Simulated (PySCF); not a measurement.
# Spinor energies of Ba (barium, neutral)

Start: [Xe] 5d2; 5d5/2 filled at m_j = +3/2, +5/2. Calculated with PySCF 2.14 in x2c-TZVPall-2c: generalised Hartree-Fock with the X2C-1e Hamiltonian and a Gaussian nucleus; one run each with spin-orbit coupling (SO) switched off, then screened by Boettger's factors. This is a chosen level, not necessarily the ground level.

```json
{"spinor shell": "1s1/2", "electrons": "2", "ε, spin-free (eV)": "-37622.1", "ε, screened SO (eV)": "-37617.7", "weight of nominal j (screened SO)": "1.000", "rms radius, screened SO (bohr)": "0.0292"}
{"spinor shell": "2s1/2", "electrons": "2", "ε, spin-free (eV)": "-6051.0", "ε, screened SO (eV)": "-6049.7", "weight of nominal j (screened SO)": "1.000", "rms radius, screened SO (bohr)": "0.119"}
{"spinor shell": "2p1/2", "electrons": "2", "ε, spin-free (eV)": "-5418.8", "ε, screened SO (eV)": "-5685.4", "weight of nominal j (screened SO)": "1.000", "rms radius, screened SO (bohr)": "0.102"}
{"spinor shell": "2p3/2", "electrons": "4", "ε, spin-free (eV)": "-5418.8", "ε, screened SO (eV)": "-5300.4", "weight of nominal j (screened SO)": "1.000", "rms radius, screened SO (bohr)": "0.108"}
{"spinor shell": "3s1/2", "electrons": "2", "ε, spin-free (eV)": "-1320.7", "ε, screened SO (eV)": "-1320.3", "weight of nominal j (screened SO)": "1.000", "rms radius, screened SO (bohr)": "0.311"}
{"spinor shell": "3p1/2", "electrons": "2", "ε, spin-free (eV)": "-1113.3", "ε, screened SO (eV)": "-1166.2", "weight of nominal j (screened SO)": "1.000", "rms radius, screened SO (bohr)": "0.303"}
{"spinor shell": "3p3/2", "electrons": "4", "ε, spin-free (eV)": "-1113.3", "ε, screened SO (eV)": "-1089.6", "weight of nominal j (screened SO)": "1.000", "rms radius, screened SO (bohr)": "0.315"}
{"spinor shell": "3d3/2", "electrons": "4", "ε, spin-free (eV)": "-812.27", "ε, screened SO (eV)": "-821.71", "weight of nominal j (screened SO)": "1.000", "rms radius, screened SO (bohr)": "0.287"}
{"spinor shell": "3d5/2", "electrons": "6", "ε, spin-free (eV)": "-812.27", "ε, screened SO (eV)": "-805.65", "weight of nominal j (screened SO)": "1.000", "rms radius, screened SO (bohr)": "0.290"}
{"spinor shell": "4s1/2", "electrons": "2", "ε, spin-free (eV)": "-276.31", "ε, screened SO (eV)": "-276.24", "weight of nominal j (screened SO)": "1.000", "rms radius, screened SO (bohr)": "0.715"}
{"spinor shell": "4p1/2", "electrons": "2", "ε, spin-free (eV)": "-206.64", "ε, screened SO (eV)": "-217.75", "weight of nominal j (screened SO)": "1.000", "rms radius, screened SO (bohr)": "0.744"}
{"spinor shell": "4p3/2", "electrons": "4", "ε, spin-free (eV)": "-206.64", "ε, screened SO (eV)": "-201.69", "weight of nominal j (screened SO)": "1.000", "rms radius, screened SO (bohr)": "0.770"}
{"spinor shell": "4d3/2", "electrons": "4", "ε, spin-free (eV)": "-102.23", "ε, screened SO (eV)": "-103.87", "weight of nominal j (screened SO)": "1.000", "rms radius, screened SO (bohr)": "0.856"}
{"spinor shell": "4d5/2", "electrons": "6", "ε, spin-free (eV)": "-102.23", "ε, screened SO (eV)": "-101.13", "weight of nominal j (screened SO)": "1.000", "rms radius, screened SO (bohr)": "0.866"}
{"spinor shell": "5s1/2", "electrons": "2", "ε, spin-free (eV)": "-40.794", "ε, screened SO (eV)": "-40.824", "weight of nominal j (screened SO)": "1.000", "rms radius, screened SO (bohr)": "1.77"}
{"spinor shell": "5p1/2", "electrons": "2", "ε, spin-free (eV)": "-22.058", "ε, screened SO (eV)": "-23.504", "weight of nominal j (screened SO)": "0.976", "rms radius, screened SO (bohr)": "2.02"}
{"spinor shell": "5p3/2", "electrons": "4", "ε, spin-free (eV)": "-22.058", "ε, screened SO (eV)": "-21.481", "weight of nominal j (screened SO)": "0.988", "rms radius, screened SO (bohr)": "2.11"}
{"spinor shell": "5d5/2", "electrons": "2", "ε, spin-free (eV)": "-3.058", "ε, screened SO (eV)": "-3.055", "weight of nominal j (screened SO)": "0.893", "rms radius, screened SO (bohr)": "4.57"}
```

```tsv
quantity	spin-free	screened SO
E (hartree)	-8130.10782	-8133.17479
M_J	4	4
⟨J²⟩	20.009	20.009
⟨L²⟩	12.005	12.045
⟨S²⟩	2.004	2.043
```

Each row is a mean over spinors that exchange with the open shell spreads, by up to 1.739 eV (5p3/2).

Rows whose weight is well below 1 are mixtures of j = l ± 1/2: exchange outweighs spin-orbit coupling there, and the label is only the starting occupation.

Breit and QED terms are absent; they matter most for the inner s and p1/2 levels.

Densities and radii are taken from the X2C orbitals without a picture-change correction, which distorts them close to the nucleus.

Without spin-orbit coupling the j labels of p, d and f shells carry no meaning; the spin-free column gives the mean over the occupied spinors of each nl shell.
